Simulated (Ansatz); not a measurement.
```xyz
12

O     1.4049    1.1047    0.7412
Ge    0.2632   -0.0707    1.4829
N    -0.3362   -1.0378    0.0641
Si   -0.7700   -0.3937   -1.4637
O    -0.3265    1.1654   -1.5103
F    -0.0429   -1.2900   -2.5672
H     1.5557    1.8832    1.2826
H     0.9984   -1.0065    2.4543
H    -0.8415    0.7541    2.1653
H    -0.1546   -2.0288    0.1204
H    -2.2039   -0.4644   -1.7926
H     0.4534    1.3845   -0.9770
```

Total charge 0; spin multiplicity 1.

(1) List the r2SCAN/def2-TZVPP orbital energies in eV (the Gaussian-basis code of Ansatz). (Estimate.)

Answers

(1) Ansatz gave: Occupied: -10835.14, -1792.09, -1350.16, -1200.22, -1200.21, -1200.20, -665.73, -516.17, -515.60, -385.17, -168.43, -142.32, -118.16, -118.12, -118.08, -97.23, -97.20, -97.14, -31.59, -31.45, -31.39, -31.35, -31.34, -30.89, -26.43, -26.11, -22.14, -14.99, -14.24, -12.90, -12.20, -12.11, -10.97, -10.79, -9.99, -9.66, -9.25, -9.08, -8.58, -8.13, -7.82, -6.94. Lowest empty: -0.43, 0.19, 0.33, 1.38, 1.61, 1.81, 2.03, 2.53.
